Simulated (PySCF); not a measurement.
Ga(Cl)2(vinyl) (C₂H₃Cl₂Ga), SMILES C=[CH][Ga]([Cl])[Cl].

The structure is a stationary point at r2SCAN-D4/def2-SVP. The structure was generated by enumeration; whether it is a known compound was not checked. The values are those of a single conformer.

Two levels are set side by side: TDA-PBE/def2-SVPD (PySCF) and TDA-CAM-B3LYP/def2-SVPD (PySCF). Vertical, same geometry. The lowest singlet is HOMO−2→LUMO 52 %, HOMO→LUMO 48 % with PBE and HOMO−1→LUMO 91 % with the other functional; states are paired by order. Differences are taken from unrounded values.

| quantity | TDA-PBE |
|---|---|
| lowest singlet excitation (eV) | 4.83 |
| lowest triplet excitation (TDA) (eV) | 4.06 |
| first bright state (f over 0.05) (eV) | 5.59 |
| its oscillator strength | 0.06 |

### Question
These are the TDA-PBE values. What does TDA-CAM-B3LYP give? (Estimate from the structure and the level; the computed values follow.)

### Answer

| quantity | TDA-CAM-B3LYP | TDA-PBE minus TDA-CAM-B3LYP |
|---|---|---|
| lowest singlet excitation (eV) | 5.75 | -0.92 |
| lowest triplet excitation (TDA) (eV) | 4.02 | 0.04 |
| first bright state (f over 0.05) (eV) | 6.49 | -0.91 |
| its oscillator strength | 0.20 | -0.14 |

Functionals without exact exchange tend to place singlet excitations lower, as here. Differences between two approximate levels are no errors against the true value.

Rough cost on one machine, each run with all the roots and properties that it gave: TDA-CAM-B3LYP against TDA-PBE about 5 times.
